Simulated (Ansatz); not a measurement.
`N[Si](O)(O)[TeH]` from Hartree–Fock to CCSD(T)

Cartesian coordinates in Å:
```
N -1.176 -0.810 -0.489
Si 0.254 0.047 -0.162
O -0.171 1.596 -0.480
O 1.495 -0.541 -1.054
Te 1.286 -0.142 2.109
H -1.231 -1.798 -0.304
H -2.062 -0.353 -0.345
H 0.401 2.268 -0.105
H 1.305 -0.701 -1.982
H -0.101 0.434 2.813
```

The species carries charge 0 and has multiplicity 1. Correlated methods include outer-core shells of Te, which these sets cover unevenly. Te takes the def2 core potential. All single points use the PBE0-D4/def2-TZVP geometry. It is one conformer, not always the lowest. Frozen core, restricted reference, the Gaussian-basis code of Ansatz.

```tsv
basis	HF (Eh)	MP2 corr.
def2-SVP	-762.90876	-0.75587
def2-TZVPP	-763.30228	-1.27978
def2-QZVPP	-763.32381	-1.50564
```

Task: Estimate the CCSD correlation energy and the (T) correction in each basis where they were run (hartree).

Result: 
| basis | CCSD corr. | (T) |
| --- | --- | --- |
| def2-SVP | -0.79230 | -0.01894 |
| def2-TZVPP | -1.27484 | -0.04156 |
